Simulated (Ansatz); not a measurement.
One change: `F[CH2][SnH3]` becomes `FC[CH](F)[SnH3]`.

Ansatz, PBE0-D4/def2-TZVP geometries, multiplicity 1. Each molecule was computed in one conformer, which needn't be the lowest.

Elements past krypton have def2 core potentials.

| property | `F[CH2][SnH3]` |
| --- | --- |
| LUMO energy (B3LYP/def2-TZVPP) / eV | -0.16 |
| HOMO energy (PBE/def2-TZVPP) / eV | -6.71 |
| HOMO–LUMO gap (PBE0/def2-TZVPP) / eV | 8.16 |
| size of the dipole moment (ωB97M-V/def2-TZVPP) / D | 1.51 |
| LUMO energy (ωB97M-V/def2-TZVPP) / eV | 1.40 |
| HOMO–LUMO gap (ωB97M-V/def2-TZVPP) / eV | 11.66 |

(1) What does the change do to each property? (Estimate.)

Answers

(1) Ansatz gave: 
```csv
property,`FC[CH](F)[SnH3]`,shift
LUMO energy (B3LYP/def2-TZVPP) / eV,-0.33,-0.17
HOMO energy (PBE/def2-TZVPP) / eV,-6.85,-0.14
HOMO–LUMO gap (PBE0/def2-TZVPP) / eV,8.14,-0.02
size of the dipole moment (ωB97M-V/def2-TZVPP) / D,2.51,1.00
LUMO energy (ωB97M-V/def2-TZVPP) / eV,1.28,-0.12
HOMO–LUMO gap (ωB97M-V/def2-TZVPP) / eV,11.70,0.04
```

Dipoles are sizes alone; their direction can turn.

B3LYP here is the variant with VWN-RPA as its local correlation; programs differ in this.
